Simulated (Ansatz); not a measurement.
`C=C=C(O)[SiH3]` + `[F][SnH]([F])[F]` → `[F][Sn]([F])([F])[SiH3]` + `C=C=CO`  (formal exchange of groups at the Si–C bond)

Isolated molecules relaxed with PBE0-D4/def2-TZVP in Ansatz; ΔE leaves out vibrations. CCSD(T)/CBS is the MP2 limit (def2-TZVPP, def2-QZVPP) plus CCSD(T) − MP2 in def2-TZVPP, frozen cores. DFT in def2-TZVPP. B3LYP here is the variant with VWN-RPA as its local correlation; programs differ in this. Elements past krypton have def2 core potentials. For Sn outer-core shells are correlated without core-valence functions, which leaves a few kJ/mol of doubt a bond. One conformer a species, not always the lowest.

```tsv
level	ΔE (kJ/mol)	difference from CCSD(T)/CBS
r2SCAN-D4	-46.9	-1.1
PBE0-D4	-50.5	-4.7
ωB97X-V	-44.2	1.6
ωB97M-V	-43.2	2.6
PBE	-55.6	-9.8
r2SCAN	-47.5	-1.7
PBE0	-52.1	-6.3
B3LYP	-52.3	-6.5
HF/def2-TZVPP	-41.0	4.8
MP2/def2-TZVPP	-38.4	7.4
SCS-MP2/def2-TZVPP	-37.8	8.0
CCSD/def2-TZVPP	-41.7	4.1
CCSD(T)/def2-TZVPP	-40.5	5.3
HF/def2-QZVPP	-40.4	5.4
HF/CBS(def2)	-40.3	5.5
CCSD/CBS(def2)	-47.0	-1.2
CCSD(T)/CBS	-45.8	0
```

Largest T1 diagnostic among the species: 0.015.

The D4 term adds +3.1 kJ/mol with B3LYP and +1.6 kJ/mol with PBE0; it sums over pairs of atoms, weighted by their polarisabilities, and B3LYP, whose exchange is more repulsive, gets the larger term. From PBE to PBE0 (25 % exact exchange), in def2-TZVPP and without D4, ΔE moves by +3.5 kJ/mol.
